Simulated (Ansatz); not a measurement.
# A rate constant, worked out

An elementary step of SiH4SO2, singlet (SiH₄SO₂ ([OH][SiH]([OH])[SH]) → SiH₂SO₂ ([OH][Si]([OH])[S]) + H₂; Si–H, S–H broken or loosened, H–H formed or tightened). The start structure is the reactant molecule, and the electronic barrier above it is 2.025 eV by CCSD(T) at an estimated basis limit (MP2 extrapolated from triple and quadruple zeta, plus CCSD(T) − MP2 in triple zeta). Computed with Ansatz 0.2.0 (basis: def2-TZVPP and def2-QZVPP); correlated methods freeze the cores. Extrapolation: Hartree–Fock as exp(−7.88 √X), correlation as X^−2.97. Harmonic wavenumbers at PBE0-D4/def2-TZVP (Ansatz 0.2.0), in cm⁻¹:

Start: 155, 208, 231, 253, 320, 353, 506, 711, 785, 812, 825, 868, 914, 983, 2270, 2711, 3912, 3925.

Saddle: 1137i, 216, 270, 314, 375, 401, 455, 648, 815, 838, 943, 980, 1012, 1035, 1786, 1854, 3891, 3902.

Task: Work out the transition-state-theory rate constant at 300 K from these numbers alone (harmonic vibrations; rotation, path degeneracy and anharmonicity left out), and the Wigner tunnelling factor. Use 1 cm⁻¹ = 1.2398 × 10⁻⁴ eV and k_B = 8.617 × 10⁻⁵ eV/K.

Result: Zero-point energies, half the sums: start 20742/2 cm⁻¹ = 1.2858 eV; saddle, real modes only, 19735/2 cm⁻¹ = 1.2234 eV.
Barrier with zero-point energy: 2.025 + 1.2234 − 1.2858 = 1.9626 eV.
k_BT = 0.02585 eV, so the barrier is 75.92 k_BT.
Vibrational partition functions from the zero-point level, ln q = −Σ ln(1 − exp(−hν/k_BT)): start 2.532, saddle 1.587.
k = (k_BT/h) exp(ln q‡ − ln q) exp(−E0/k_BT), with log₁₀(k_BT/h in s⁻¹) = 12.80: log₁₀ k = 12.80 + (-0.945 − 75.92)/2.3026 = -20.58, so k ≈ 3 × 10^(-21) s⁻¹.
Wigner factor: 1 + (hν‡/k_BT)²/24 = 1 + (5.45)²/24 = 2.24, too large for this simple formula to be trusted. A change of 1 kcal/mol (0.043 eV) in the barrier would change k by a factor of 5.4 at this temperature.

No T1 diagnostic of these runs exceeds 0.014.

Labels in which every atom is bracketed show which atoms are joined, not bond orders.

For scale, one of the runs: CCSD(T)/def2-TZVPP, 202 basis functions, launched by `ansatz run in.yaml --threads 4 --pin off --events-out ev --progress --plain --max-ram 9574MiB`. Hardware: 4 CPU threads of an Arm Neoverse V1, shared host. Wall time 58 s; peak host memory 2.5 GiB.
